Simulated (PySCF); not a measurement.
BF2, SMILES F[B+]F, charge +1. Atoms are numbered in the order given.

```xyz
3

B      0.0000     0.0000     0.0000
F      0.0000     0.0000    -1.2386
F      0.0000     0.0000     1.2386
```
Charge +1, spin multiplicity 1.

Coordinates come from a PBE-D3(BJ)/def2-TZVP optimisation.

Method: KT2/pcSseg-2 in PySCF.

GIAO shieldings, no solvent; atoms alike by connectivity are averaged. δ = σ(ref) − σ: ¹¹B against BF3 (σ = 89.2 ppm); ¹⁹F against CFCl3 (σ = 125.1 ppm), references at their B3LYP-D3(BJ)/def2-TZVP geometries, non-relativistic.

**Question.** Estimate the chemical shifts. (An estimate is asked for; the answer gives what the named calculation found.)

**Answer.** 
| nucleus | atoms | count | δ (ppm) |
|---|---|---|---|
| ¹¹B | B1 | 1 | -8.7 |
| ¹⁹F | F2, F3 | 2 | -174.6 |
